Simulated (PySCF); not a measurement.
Job file and geometry (Å, from GFN2-xTB) of a spin–spin coupling run on `C/C(=C\CF)B(F)F`, C$_{4}$H$_{6}$BF$_{3}$, B3LYP/pcJ-1 indirect spin-spin coupling, non-relativistic, gas phase (PySCF 2.14.0, density-fitted response routines); density fitting, a coarse starting grid and PySCF grid level 2 are the driver's defaults:

```
$ OMP_NUM_THREADS=1 python probes_run.py task.json out

{"job": {"kind": "j", "xc": "B3LYP", "basis": "pcJ-1"}, "charge": 0, "multiplicity": 1}
C     -0.573471     1.287868    -0.506335
C     -0.578790    -0.162820    -0.102435
C      0.542034    -0.748986     0.343422
C      1.851465    -0.052636     0.477235
F      2.815642    -0.899229     0.956591
B     -1.892819    -0.983476    -0.200727
F     -1.970165    -2.258103     0.134532
F     -3.032156    -0.469393    -0.625358
H     -0.271087     1.914170     0.331782
H     -1.560643     1.596891    -0.834923
H      0.133637     1.454614    -1.317762
H      0.540088    -1.789012     0.634446
H      2.207633     0.320425    -0.492319
H      1.787953     0.789214     1.179686
```

Problem. Write the output of this run.

Solution. 
```
coarse grid: 12408 points
cycle   1  E = -480.3668108493  dE =  8.534e-01  |g| = 8.293e-01  |ddm| = 3.110e+00
cycle   2  E = -480.2619316959  dE =  1.049e-01  |g| = 1.220e+00  |ddm| = 1.259e+00
cycle   3  E = -480.4765199562  dE = -2.146e-01  |g| = 8.872e-02  |ddm| = 7.499e-01
cycle   4  E = -480.4777245133  dE = -1.205e-03  |g| = 5.141e-02  |ddm| = 1.034e-01
cycle   5  E = -480.4783292146  dE = -6.047e-04  |g| = 1.420e-02  |ddm| = 4.625e-02
cycle   6  E = -480.4783696111  dE = -4.040e-05  |g| = 5.468e-03  |ddm| = 1.387e-02
cycle   7  E = -480.4783766740  dE = -7.063e-06  |g| = 5.716e-04  |ddm| = 4.242e-03
final grid: 123088 points
cycle   8  E = -480.5441747814  dE = -2.178e-04  |g| = 7.787e-03  |ddm| = 2.385e-02
cycle   9  E = -480.5441657232  dE =  9.058e-06  |g| = 1.043e-02  |ddm| = 1.199e-02
cycle  10  E = -480.5441865563  dE = -2.083e-05  |g| = 1.007e-03  |ddm| = 7.427e-03
cycle  11  E = -480.5441866397  dE = -8.339e-08  |g| = 6.098e-04  |ddm| = 1.101e-03
cycle  12  E = -480.5441867025  dE = -6.277e-08  |g| = 9.771e-05  |ddm| = 4.111e-04
cycle  13  E = -480.5441867044  dE = -1.875e-09  |g| = 4.652e-05  |ddm| = 1.100e-04
cycle  14  E = -480.5441867049  dE = -5.277e-10  |g| = 6.956e-06  |ddm| = 3.799e-05
converged SCF energy = -480.5441867049

Indirect spin-spin couplings (Hz)
  i      j    bonds     total        FC       PSO       DSO        SD
  0 C    1 C    1     37.375    38.194    -1.050     0.231         -
  0 C    2 C    2     -1.329    -0.875    -0.444    -0.009         -
  0 C    3 C    3      6.625     6.569     0.004     0.052         -
  0 C    4 F    4     -1.235    -1.012    -0.057    -0.215     0.049
  0 C    5 B    2      3.392     3.418    -0.054     0.060    -0.033
  0 C    6 F    3      4.494     3.786     0.681    -0.274     0.301
  0 C    7 F    3     -2.234    -1.426    -0.774     0.037    -0.071
  0 C    8 H    1    131.575   129.656     1.196     0.724         -
  0 C    9 H    1    138.450   136.746     0.986     0.719         -
  0 C   10 H    1    131.636   129.717     1.196     0.723         -
  0 C   11 H    3     10.461    10.590     0.329    -0.458         -
  0 C   12 H    4     -1.388    -1.421    -0.146     0.179         -
  0 C   13 H    4     -1.379    -1.413    -0.146     0.179         -
  1 C    2 C    1     66.600    76.756   -10.404     0.249         -
  1 C    3 C    2      2.699     3.011    -0.330     0.018         -
  1 C    4 F    3      7.760     8.568    -0.872    -0.284     0.348
  1 C    5 B    1    104.523   105.655    -1.743     0.444     0.167
  1 C    6 F    2     30.347    35.362    -4.249     0.011    -0.776
  1 C    7 F    2     37.967    41.363    -3.018     0.027    -0.405
  1 C    8 H    2     -6.181    -6.213     0.066    -0.034         -
  1 C    9 H    2     -4.799    -4.580    -0.199    -0.020         -
  1 C   10 H    2     -6.184    -6.219     0.070    -0.035         -
  1 C   11 H    2      0.507     2.317    -1.550    -0.260         -
  1 C   12 H    3      3.716     3.931    -0.215     0.000         -
  1 C   13 H    3      3.709     3.924    -0.215    -0.000         -
  2 C    3 C    1     47.886    49.894    -2.272     0.263         -
  2 C    4 F    2     24.125    25.426    -2.280    -0.023     1.002
  2 C    5 B    2      2.877     2.116     0.158     0.075     0.528
  2 C    6 F    3      1.268    -1.455    -1.024     0.088     3.659
  2 C    7 F    3     16.522     5.389     6.301    -0.270     5.102
  2 C    8 H    3      5.449     5.751    -0.288    -0.014         -
  2 C    9 H    3      8.958     9.069     0.326    -0.437         -
  2 C   10 H    3      5.431     5.732    -0.283    -0.018         -
  2 C   11 H    1    169.011   168.441    -0.441     1.011         -
  2 C   12 H    2     -4.040    -3.911    -0.069    -0.060         -
  2 C   13 H    2     -4.036    -3.907    -0.068    -0.060         -
  3 C    4 F    1   -222.684  -274.421    28.625     0.681    22.430
  3 C    5 B    3      7.435     7.217     0.158    -0.023     0.082
  3 C    6 F    4     -1.316    -1.136    -0.084    -0.128     0.032
  3 C    7 F    4      4.571     3.588     0.848    -0.175     0.309
  3 C    8 H    4     -1.283    -1.380    -0.183     0.280         -
  3 C    9 H    4      1.361     1.336     0.269    -0.245         -
  3 C   10 H    4     -1.320    -1.416    -0.180     0.275         -
  3 C   11 H    2     -0.365    -0.172    -0.062    -0.132         -
  3 C   12 H    1    153.476   152.761    -0.356     1.071         -
  3 C   13 H    1    153.456   152.741    -0.355     1.071         -
  4 F    5 B    4      1.253     0.998     0.352    -0.146     0.049
  4 F    6 F    5      0.526     0.269     0.684    -0.341    -0.086
  4 F    7 F    5      2.845     0.668     1.947    -0.717     0.948
  4 F    8 H    5     -0.337    -0.155     0.408    -0.667     0.077
  4 F    9 H    5     -0.599    -0.604     1.090    -1.136     0.052
  4 F   10 H    5     -0.347    -0.169     0.414    -0.670     0.078
  4 F   11 H    3     23.684    24.078    -0.090     0.375    -0.679
  4 F   12 H    2     54.216    48.180    10.754    -1.227    -3.490
  4 F   13 H    2     54.187    48.151    10.753    -1.227    -3.490
  5 B    6 F    1   -119.612   -69.746   -51.000     1.027     0.107
  5 B    7 F    1   -117.989   -67.482   -51.727     1.019     0.201
  5 B    8 H    3      3.620     3.614     0.189    -0.170    -0.013
  5 B    9 H    3      5.964     6.037    -0.433     0.358     0.002
  5 B   10 H    3      3.563     3.557     0.187    -0.168    -0.013
  5 B   11 H    3      7.581     7.675    -0.381     0.324    -0.036
  5 B   12 H    4     -1.987    -2.015     0.153    -0.134     0.009
  5 B   13 H    4     -1.984    -2.012     0.153    -0.133     0.009
  6 F    7 F    2   -192.147    63.207  -257.360    -0.896     2.902
  6 F    8 H    4      1.490     1.421     1.133    -1.099     0.034
  6 F    9 H    4      0.405     0.887     0.676    -1.058    -0.101
  6 F   10 H    4      1.441     1.374     1.132    -1.096     0.032
  6 F   11 H    4     -0.425    -0.083    -1.399     1.284    -0.227
  6 F   12 H    5      0.960     1.100     0.593    -0.703    -0.031
  6 F   13 H    5      0.959     1.099     0.595    -0.704    -0.032
  7 F    8 H    4     -0.833    -0.471     0.514    -0.750    -0.127
  7 F   10 H    4     -0.832    -0.469     0.512    -0.747    -0.127
  7 F   11 H    4      0.748     0.539     1.468    -1.073    -0.186
  7 F   12 H    5      0.649     0.659     0.690    -0.656    -0.043
  7 F   13 H    5      0.651     0.660     0.690    -0.654    -0.044
  8 H    9 H    2    -13.944   -14.071     2.559    -2.432         -
  8 H   10 H    2    -19.201   -19.386     2.526    -2.341         -
  8 H   11 H    4     -3.775    -3.625     1.401    -1.551         -
  8 H   12 H    5      5.134     5.139    -0.314     0.310         -
  8 H   13 H    5      3.078     2.912    -2.016     2.182         -
  9 H   10 H    2    -14.010   -14.137     2.559    -2.432         -
  9 H   11 H    4      1.167     1.264     1.634    -1.732         -
  9 H   12 H    5      0.310     0.327     0.917    -0.934         -
  9 H   13 H    5      0.327     0.345     0.912    -0.929         -
 10 H   11 H    4     -3.808    -3.658     1.402    -1.552         -
 10 H   12 H    5      3.118     2.955    -1.996     2.159         -
 10 H   13 H    5      5.159     5.165    -0.300     0.294         -
 11 H   12 H    3      4.465     4.537     1.956    -2.028         -
 11 H   13 H    3      4.467     4.539     1.956    -2.028         -
 12 H   13 H    2    -20.187   -20.258     2.031    -1.961         -
```

Size and cost of the density-fitted run: 276 basis functions, 120 s wall time on 1 thread of an Intel Xeon, shared host; peak memory 1.1 GiB.
